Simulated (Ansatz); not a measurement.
The cluster Cd₃S₄. Total charge 0; singlet. Geometry PBE-D4/def2-SVP, basis def2-TZVP, Ansatz.

```xyz
7

Cd   -2.0192   -0.6547    0.2682
Cd   -1.0999    0.8078    2.8316
Cd   -0.4208   -1.1243   -1.9837
S     0.8273    1.0868   -2.2632
S     0.6906   -1.7309    0.5332
S     0.4456    1.5407   -0.3036
S     1.5766    0.0746    0.9174
```

```json
{"run": "A", "HOMO (eV)": "-4.86", "LUMO (eV)": "-3.84"}
{"run": "B", "HOMO (eV)": "-5.15", "LUMO (eV)": "-3.94"}
{"run": "C", "HOMO (eV)": "-5.43", "LUMO (eV)": "-3.74"}
{"run": "D", "HOMO (eV)": "-5.70", "LUMO (eV)": "-3.41"}
{"run": "E", "HOMO (eV)": "-4.98", "LUMO (eV)": "-3.91"}
```

In the def2 sets Cd takes a core potential; there is no spin–orbit coupling. Another isomer (singlet) lies 2.41 eV lower at PBE0-D4/def2-TZVP; other spin states weren't run for this one.

Task: The runs used BLYP, PBE, PBE0, r2SCAN, r2SCANh. Estimate which is which.

Result: A BLYP (0 % exact exchange); B r2SCAN (0 % exact exchange); C r2SCANh (10 % exact exchange); D PBE0 (25 % exact exchange); E PBE (0 % exact exchange). Exact exchange lowers occupied and raises empty levels; among semilocal functionals meta-GGAs tend to open the gap a little, and such runs are hard to tell apart. The gap grows from 1.02 eV (BLYP) to 2.29 eV (PBE0). The restricted singlet is unstable towards broken spin symmetry in Hartree–Fock (as tested in another run); at BLYP-D4/def2-TZVP, r2SCAN-D4/def2-TZVP, r2SCANh-D4/def2-TZVP, PBE0-D4/def2-TZVP and others this wasn't settled.
